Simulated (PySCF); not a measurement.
# Ni(2+) (nickel, charge +2) across methods

[Ar] 3d8, high-spin 3F determinant. Calculation: PySCF 2.14, in aug-cc-pV5Z; the non-relativistic Hamiltonian (point nucleus).

```csv
method,E (hartree),mean ε 3p β (eV),mean ε 3d α (eV),mean ε 3d β (eV),Σ⟨r²⟩ (bohr²),⟨S²⟩
PBE0,-1507.123,-93.224,-32.180,-30.324,15.64,2.001
UHF,-1506.04122,-105.28,-39.637,-37.043,15.30,2.003
PBE,-1507.085,-88.815,-29.447,-27.798,15.84,2.001
r2SCAN,-1507.335,-90.127,-29.688,-28.085,15.64,2.001
LDA,-1504.636,-88.955,-29.778,-27.947,15.84,2.001
```
